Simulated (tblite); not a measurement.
Start geometry of `C[SiH2]CCC(=O)C(F)F` from a force field or distance geometry (Å):
```
atom  x, y, z in Å
C1    -3.1943    0.1705   -0.8043
Si2   -1.6975    0.2512    0.2504
C3    -0.3368   -0.9095   -0.3659
C4     1.0057   -0.7970    0.3345
C5     1.8127    0.4278   -0.0306
O6     1.5345    1.1156   -1.0276
C7     3.0144    0.7279    0.8344
F8     3.9317   -0.2817    0.7997
F9     2.6652    0.8525    2.1487
H10   -3.9905    0.8334   -0.4162
H11   -2.9816    0.4791   -1.8310
H12   -3.6149   -0.8444   -0.8386
H13   -2.0370   -0.1535    1.6585
H14   -1.1698    1.6340    0.3264
H15   -0.2196   -0.7303   -1.4429
H16   -0.7218   -1.9295   -0.2432
H17    1.6194   -1.6695    0.0744
H18    0.8699   -0.8197    1.4306
H19    3.5006    1.6524    0.5236
```

**Question.** What comes out of this run: tblite, GFN2-xTB geometry optimisation, gas phase?

**Answer.** 
```
atom  x, y, z in Å
C1    -3.192    0.143   -0.824
Si2   -1.655    0.315    0.273
C3    -0.344   -0.919   -0.369
C4     0.994   -0.788    0.344
C5     1.710    0.476    0.002
O6     1.374    1.290   -0.812
C7     3.012    0.690    0.818
F8     3.813   -0.400    0.733
F9     2.706    0.837    2.130
H10   -3.995    0.778   -0.464
H11   -2.980    0.431   -1.850
H12   -3.562   -0.878   -0.838
H13   -1.970   -0.073    1.658
H14   -1.157    1.691    0.263
H15   -0.184   -0.776   -1.438
H16   -0.705   -1.940   -0.238
H17    1.671   -1.609    0.073
H18    0.876   -0.831    1.430
H19    3.579    1.573    0.488
```

The energy falls by 0.227 eV over 78 L-BFGS steps, the largest force on an atom goes from 3.29 to 0.009 eV/Å, and the atoms move by 0.106 Å rms after alignment. The bond that changes most is C1–Si2 (Si-methyl carbon to SiH2 silicon), which lengthens by 0.063 Å. Bonds longer at the end by more than 0.005 Å: 4 of 18; shorter: 12. Among the angles that change most is C4–C5–O6, from 121.5° to 126.6°. Among the dihedrals that turn most is O6–C5–C7–F8, from -116° to -127°. Rotational constants go from 3075, 556.1, 541.8 to 3144, 566.7, 561.3 MHz. The orientation of the end geometry is arbitrary; only internal coordinates are fixed.

Time: 0.59 s wall. Hardware: an Arm Neoverse V1 with one thread, shared host with 32 logical CPUs at a one-minute load of 20.

Its GFN2-xTB frequencies are all real (lowest 19 cm⁻¹). One conformer, not necessarily the lowest. 3 starts were optimised and ended at 0.00, 0.14 and 0.19 kcal/mol (GFN2-xTB); the lowest of these is shown.

These are computed values.
